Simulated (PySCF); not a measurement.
**Frontier levels across methods**

BH9NPSi2.
Structure used (PBE0-D3(BJ)/def2-SVP), in Å, numbered top down from 1:
```xyz
14
BH9NPSi2 angstrom
Si    -1.7573   -1.2004    0.1185
N     -0.4070   -0.1010    0.4521
Si    -0.7358    1.6359    0.5804
B      0.9074   -0.6067    0.6165
P      2.4366    0.4385    1.1385
H     -2.7435   -1.1554    1.2398
H     -2.4577   -0.7648   -1.1277
H     -1.2244   -2.5795   -0.0453
H     -2.2195    1.7957    0.6292
H     -0.1221    2.1790    1.8263
H     -0.2004    2.3729   -0.6012
H      1.1009   -1.8013    0.5358
H      3.3519   -0.1631    0.2290
H      2.2277    1.6282    0.3783
```

Basis pcSseg-1 throughout (PySCF), one geometry. Isolated species at its PBE0-D3(BJ)/def2-SVP geometry (one conformer only).

How do the orbital energies, the gap and the dipole change with the method?

| method | kind | HOMO (eV) | LUMO (eV) | gap (eV) | μ (D) | SCF cycles |
| --- | --- | --- | --- | --- | --- | --- |
| BLYP | GGA | -5.92 | -1.33 | 4.58 | 1.45 | 14 |
| B97-D | GGA | -6.05 | -1.36 | 4.69 | 1.49 | 14 |
| OPBE | GGA | -6.09 | -1.42 | 4.67 | 1.58 | 15 |
| PBE | GGA | -6.10 | -1.53 | 4.57 | 1.52 | 15 |
| KT3 | GGA | -6.14 | -1.44 | 4.70 | 1.47 | 14 |
| KT2 | GGA | -6.15 | -1.52 | 4.63 | 1.49 | 14 |
| LDA | LDA | -6.20 | -1.73 | 4.47 | 1.57 | 14 |
| BP86 | GGA | -6.20 | -1.60 | 4.60 | 1.52 | 14 |
| B3LYP | global hybrid | -6.98 | -0.78 | 6.19 | 1.49 | 12 |
| B97-2 | global hybrid | -6.98 | -0.62 | 6.36 | 1.55 | 12 |
| PBE0 | global hybrid | -7.21 | -0.63 | 6.59 | 1.57 | 12 |
| mPW1PW91 | global hybrid | -7.24 | -0.62 | 6.62 | 1.57 | 12 |
| BHandHLYP | global hybrid | -8.19 | 0.43 | 8.61 | 1.51 | 11 |
| CAM-B3LYP | range-separated hybrid | -8.46 | 0.52 | 8.98 | 1.55 | 11 |
| wB97X-D | range-separated hybrid | -9.05 | 1.18 | 10.23 | 1.61 | 13 |
| HF | Hartree–Fock | -9.77 | 2.86 | 12.63 | 1.52 | 10 |
| LC-wPBE | range-separated hybrid | -9.83 | 1.59 | 11.42 | 1.67 | 12 |

The HOMO spans 3.92 eV, from BLYP down to LC-wPBE, and the gap runs from 4.47 eV (LDA) to 12.63 eV (HF). Over the methods BLYP (0 %), B97-D (0 %), OPBE (0 %), PBE (0 %), KT3 (0 %), KT2 (0 %), LDA (0 %), BP86 (0 %), B3LYP (20 %), B97-2 (21 %), PBE0 (25 %), mPW1PW91 (25 %), BHandHLYP (50 %), HF (100 %), a straight line through the gap against the share of exact exchange rises by 0.80 eV for each 10 % (correlation coefficient 1.000). The dipole ranges from 1.45 D (BLYP) to 1.67 D (LC-wPBE). This basis has no diffuse functions.
